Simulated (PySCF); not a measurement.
# Worked example: entropy of an ideal gas

Be(SeH)2 (BeH2Se2), SMILES [SeH][Be][SeH].

The structure is a stationary point at B3LYP-D3(BJ)/def2-TZVP. The values are those of a single conformer.

B3LYP-D3(BJ)/def2-TZVP (PySCF) gives the harmonic wavenumbers 172, 174, 198, 214, 571, 572, 912, 2391, 2391 cm⁻¹ and the rotational temperatures 5.6092, 0.0366, 0.0366 K. The molar mass is 168.97 g/mol, the symmetry number 2, the spin multiplicity 1.

Problem. Work out the entropy at 298.15 K and 1 atm in the rigid-rotor, harmonic-oscillator model.

Solution. 
Translation (Sackur–Tetrode at 1 atm): S = R[1.5 ln M + 2.5 ln T − 1.16487] = 172.7 J/(mol K).
Rotation: q = (√π/σ) T^1.5/√(θA θB θC) = 52600, S = R[ln q + 3/2] = 102.9 J/(mol K).
Vibration: with u = 1.4388 ν/T, each mode gives R[u/(e^u − 1) − ln(1 − e^−u)]:
| ν (cm⁻¹) | modes | u | S (J/(mol K)) |
|---|---|---|---|
| 172 | 1 | 0.83 | 10.10 |
| 174 | 1 | 0.84 | 10.01 |
| 198 | 1 | 0.96 | 9.00 |
| 214 | 1 | 1.03 | 8.41 |
| 571 | 1 | 2.76 | 2.10 |
| 572 | 1 | 2.76 | 2.09 |
| 912 | 1 | 4.40 | 0.56 |
The stiffer modes add less than 0.005 each. Sum 42.3 J/(mol K).
Spin: R ln 1 = 0.0 J/(mol K).
Total 317.9 J/(mol K); the program's own thermochemistry gives 317.8. Translation makes up 54 % and vibration 13 %. Anharmonicity, hindered rotation and orbital degeneracy are left out.
